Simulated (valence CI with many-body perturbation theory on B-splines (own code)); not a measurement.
Results of a calculation; reference values are marked as such.
**Ladder of approximations for Re60+**

Level of theory: relativistic CI+MBPT: five valence electrons over a frozen Dirac-Fock core [Ne], a basis of 9 s, 9 p, 8 d, 6 f, 3 g, 1 h functions for each j, with the one-electron correlation potential Σ1 (screened to all orders), the two-electron term Σ2, the three-electron term Σ3, Breit, model QED; selected single and double excitations, second order for the rest (own B-spline code, finite nucleus).

The last digits are not significant, and no measured levels were compared; by estimate large intervals hold to a few tenths of a per cent, small ones and those within an open d or f shell to about a per cent. Among the levels kept, up to 600 cm⁻¹ of a level comes from second order outside the variational space, and about a tenth of that is noise between levels of different J, which matters for small intervals.

Each rung adds one term. CI alone is the Dirac-Coulomb CI over the frozen core; QED comes last and gives the full result, which names the levels. Energies are above (3s^2 3p1/2^2 3p3/2) J=3/2 on the same rung, in eV.

Levels are named by their leading jj configuration (3d3/2^4 stands for four electrons in 3d with j = 3/2), which in mixed levels can hold well under half, so a name can repeat and another be missing. Letters in brackets count levels of one name in rising energy.

| Level | CI alone |
| --- | --- |
| (3s^2 3p1/2^2 3d3/2) J=3/2 | 236.10 |
| (3s^2 3p1/2^2 3d5/2) J=5/2 | 338.42 |
| (3s^2 3p1/2 3p3/2^2) J=3/2 | 368.39 |
| (3s^2 3p1/2 3p3/2^2) J=5/2 | 381.07 |
| (3s^2 3p1/2 3p3/2^2) J=1/2 | 395.97 |
| (3s 3p1/2^2 3p3/2^2) J=5/2 | 548.14 |
| (3s 3p1/2^2 3p3/2^2) J=3/2 | 578.33 |
| (3s 3p1/2^2 3p3/2^2) J=1/2 | 579.96 |
| (3s^2 3p1/2 3p3/2 3d3/2) J=5/2 [a] | 602.47 |
| (3s^2 3p1/2 3p3/2 3d3/2) J=1/2 [a] | 605.05 |
| (3s^2 3p1/2 3p3/2 3d3/2) J=3/2 [a] | 605.83 |
| (3s^2 3p1/2 3p3/2 3d3/2) J=7/2 | 615.71 |
| (3s^2 3p1/2 3p3/2 3d3/2) J=5/2 [b] | 645.71 |
| (3s^2 3p1/2 3p3/2 3d3/2) J=1/2 [b] | 655.70 |
| (3s^2 3p1/2 3p3/2 3d3/2) J=3/2 [b] | 656.97 |
| (3s^2 3p1/2 3p3/2 3d5/2) J=7/2 [a] | 690.69 |

(1) What do these energies become with core correlation, Breit and QED?

(2) How does the ionisation energy move along the ladder, and which term matters most?

Answers

(1) (3s^2 3p1/2^2 3d3/2) J=3/2 233.66 (-2.436); (3s^2 3p1/2^2 3d5/2) J=5/2 333.64 (-4.782); (3s^2 3p1/2 3p3/2^2) J=3/2 364.76 (-3.633); (3s^2 3p1/2 3p3/2^2) J=5/2 376.72 (-4.353); (3s^2 3p1/2 3p3/2^2) J=1/2 392.37 (-3.609); (3s 3p1/2^2 3p3/2^2) J=5/2 542.98 (-5.161); (3s 3p1/2^2 3p3/2^2) J=3/2 573.07 (-5.258); (3s 3p1/2^2 3p3/2^2) J=1/2 575.22 (-4.738); (3s^2 3p1/2 3p3/2 3d3/2) J=5/2 [a] 595.74 (-6.726); (3s^2 3p1/2 3p3/2 3d3/2) J=1/2 [a] 599.13 (-5.925); (3s^2 3p1/2 3p3/2 3d3/2) J=3/2 [a] 599.43 (-6.403); (3s^2 3p1/2 3p3/2 3d3/2) J=7/2 608.26 (-7.457); (3s^2 3p1/2 3p3/2 3d3/2) J=5/2 [b] 638.54 (-7.165); (3s^2 3p1/2 3p3/2 3d3/2) J=1/2 [b] 649.08 (-6.619); (3s^2 3p1/2 3p3/2 3d3/2) J=3/2 [b] 649.91 (-7.067); (3s^2 3p1/2 3p3/2 3d5/2) J=7/2 [a] 682.54 (-8.149).

(2) CI alone 6308.7, + Σ1 6309.7, + Σ2 6309.8, + Σ3 6309.3, + Breit 6303.9, + QED 6303.3 eV. The largest step is Breit, -5.4 eV. NIST lists 6300 ± 10 eV (theoretical).
